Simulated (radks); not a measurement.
Ionisation of neutral helium, [He], to 1s1 as the strength of local exchange is varied. Method: Dirac Kohn-Sham, Slater X-alpha exchange (alpha = 2/3 is LDA exchange), no correlation, spin-unpolarised, spherical densities, point nucleus; computed with a radial shooting solver on a logarithmic mesh with Libxc functionals.

[
 {"alpha": "0.631", "E(He) (hartree)": "-2.67837", "exchange (hartree)": "-0.79906", "IE (eV)": "24.298", "-e of the level emptied (eV)": "13.487 (1s1/2)", "<r> of it (bohr)": "0.9833"},
 {"alpha": "0.667", "E(He) (hartree)": "-2.72419", "exchange (hartree)": "-0.85335", "IE (eV)": "24.958", "-e of the level emptied (eV)": "14.073 (1s1/2)", "<r> of it (bohr)": "0.9719"},
 {"alpha": "0.859", "E(He) (hartree)": "-2.97650", "exchange (hartree)": "-1.15862", "IE (eV)": "28.625", "-e of the level emptied (eV)": "17.383 (1s1/2)", "<r> of it (bohr)": "0.9154"},
 {"alpha": "0.993", "E(He) (hartree)": "-3.16048", "exchange (hartree)": "-1.38736", "IE (eV)": "31.333", "-e of the level emptied (eV)": "19.875 (1s1/2)", "<r> of it (bohr)": "0.8800"},
 {"alpha": "1.038", "E(He) (hartree)": "-3.22372", "exchange (hartree)": "-1.46706", "IE (eV)": "32.269", "-e of the level emptied (eV)": "20.746 (1s1/2)", "<r> of it (bohr)": "0.8688"},
 {"alpha": "1.045", "E(He) (hartree)": "-3.23362", "exchange (hartree)": "-1.47959", "IE (eV)": "32.416", "-e of the level emptied (eV)": "20.883 (1s1/2)", "<r> of it (bohr)": "0.8671"}
]

NIST Atomic Spectra Database: 24.587 eV (measured). The Delta-SCF value meets it near alpha = 0.65. Spin polarisation and multiplet splitting are left out, so open shells lie too high by an amount that depends on their filling.

Beside tabulated values, note that spin-unpolarised runs miss the spin-polarisation part of the exchange energy of open shells.
